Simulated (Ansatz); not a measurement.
Input file for Ansatz (a first-principles code): R-CCSD(T)/aug-cc-pVDZ on N2 (SMILES N#N).

Ansatz 0.2 input:
```yaml
crystal:
  periodic: [false, false, false]
  atoms:
    - {symbol: N, position_ang: [-0.21362157, -0.07656925, -1.11253120]}
    - {symbol: N, position_ang: [-0.50001753, 0.37811009, -0.16328979]}
basis:
  gaussian:
    orbitals: aug-cc-pVDZ
magnetization: {spin_polarized: false}
correlation: {method: ccsd_t, electrons: outside_noble_gas}
scf: {lower_state_search: off}
```

It printed:

```
WARN ansatz: RAYON_NUM_THREADS=2 ignored (pool sized by the plan → 2); use --threads N
Functional definition: HF
these checks for a lower state are left out or cut short: stability, starts, cluster_reference, orbital_swaps, neighbouring_geometries, increment
integrals: 0.01 GiB planned
462 factors; integrals over basis functions are off by at most 5.6e-4 eV
mean field: 0.06 GiB planned
mean field evaluation 1: about -2964.6784 eV, gradient 1.0e1 eV
mean field evaluation 2: about -2964.6845 eV, gradient 1.0e1 eV
mean field evaluation 4: about -2964.9900 eV, gradient 3.8e-1 eV
mean field evaluation 8: about -2964.9904 eV, gradient 2.6e-5 eV
mean field -2964.99036814 eV, -108.9613862866 hartree, gradient 9.3e-7 eV, S^2 0.000000; 0 other end points of the search recorded, 0 dependent functions left out
2 core orbitals not correlated
reference -2964.99036814 eV, -108.9613862866 hartree; 5, 5 occupied and 39, 39 virtual orbitals, 462 factors
second order -8.57504560 eV of doubles, -0.00000000 eV of singles
coupled cluster: 0.08 GiB planned
cycle   1  -8.28584959 eV  change    2.9e-1 eV  update   7.6e-2
cycle   2  -8.59109480 eV  change   -3.1e-1 eV  update   2.3e-2
cycle   3  -8.65427211 eV  change   -6.3e-2 eV  update   1.0e-2
cycle   4  -8.65889968 eV  change   -4.6e-3 eV  update   2.5e-3
cycle   5  -8.66043820 eV  change   -1.5e-3 eV  update   6.0e-4
cycle   6  -8.66042518 eV  change    1.3e-5 eV  update   1.3e-4
cycle   7  -8.66051671 eV  change   -9.2e-5 eV  update   2.9e-5
cycle   8  -8.66052309 eV  change   -6.4e-6 eV  update   8.1e-6
perturbative correction -0.35882400 eV, -0.0131865388 hartree
Total energy: -2974.00971524 eV, -109.2928411787 hartree
Checks for a lower state left out: stability, starts, cluster_reference, orbital_swaps, neighbouring_geometries, increment
```

The run converged.

Cost: about 0.6 core-seconds (a rough figure).
